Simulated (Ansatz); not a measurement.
Consider the substitution at a C–C bond: `CCC(C)O` + `N[SiH3]` → `CC(O)N[SiH3]` + ethane.

Computed with Ansatz on PBE0-D4/def2-TZVP structures; ΔE is electronic, products minus reactants. CCSD(T)/CBS is the MP2 limit (def2-TZVPP, def2-QZVPP) plus CCSD(T) − MP2 in def2-TZVPP, frozen cores. This one scheme is used for every species. Functionals use def2-TZVPP. One conformer a species, not always the lowest.

```json
{"species": "`CCC(C)O`", "PBE energy (Eh)": "-233.45447"}
{"species": "`N[SiH3]`", "PBE energy (Eh)": "-347.07124"}
{"species": "`CC(O)N[SiH3]`", "PBE energy (Eh)": "-500.79158"}
{"species": "`CC`", "PBE energy (Eh)": "-79.73271"}
```

Q: Work out ΔE.

A: ΔE = (-500.79158) + (-79.73271) − (-233.45447) − (-347.07124) = 0.00142 Eh = +3.7 kJ/mol. CCSD(T)/CBS gives +10.4 kJ/mol.

Largest T1 diagnostic among the species: 0.011.

In def2-TZVPP, CCSD(T) changes the Hartree–Fock value by +5.0 kJ/mol (the triples alone add −0.1 kJ/mol) and MP2 by +6.4 kJ/mol.
